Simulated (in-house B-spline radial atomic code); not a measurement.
Ionisation energies along the 14-electron series, configuration [Ne] 3s2 3p2, as differences of self-consistent energies. NIST's values go from ground level to ground level; the uncertainty of those that are theory runs from under 0.1 % in few-electron ions to several per cent in heavy many-electron ones. Computed with an all-electron radial atomic-structure program (B-spline basis): non-relativistic Hartree-Fock, average of the configuration, point nuclei.

This level leaves out relativity, spin-orbit splitting included, which matters for heavy ions.

| ion | configuration after | ionisation energy (eV) | IE/(q+1)² (eV) | -ε less Coulomb ΔSCF (eV) | tabulated value (eV) | computed minus tabulated (eV) |
| --- | --- | --- | --- | --- | --- | --- |
| Lu57+ | [Ne] 3s2 3p1 | 5565.0 | 1.6543 | 0.47645 | 5937 | -372 |
| Hf58+ | [Ne] 3s2 3p1 | 5750.4 | 1.6519 | 0.47685 | 6149 | -399 |
| Ta59+ | [Ne] 3s2 3p1 | 5938.7 | 1.6496 | 0.47725 | 6364 | -425 |
| W60+ | [Ne] 3s2 3p1 | 6130.1 | 1.6474 | 0.47763 | 6596 | -466 |
| Re61+ | [Ne] 3s2 3p1 | 6324.6 | 1.6453 | 0.47801 | 6810 | -485 |
| Os62+ | [Ne] 3s2 3p1 | 6522.0 | 1.6432 | 0.47837 | 7039 | -517 |
| Ir63+ | [Ne] 3s2 3p1 | 6722.5 | 1.6412 | 0.47873 | 7274 | -552 |
| Pt64+ | [Ne] 3s2 3p1 | 6926.0 | 1.6393 | 0.47907 | 7512 | -586 |
| Au65+ | [Ne] 3s2 3p1 | 7132.5 | 1.6374 | 0.47941 | 7760 | -627 |
| Hg66+ | [Ne] 3s2 3p1 | 7342.1 | 1.6356 | 0.47974 | 8010 | -668 |
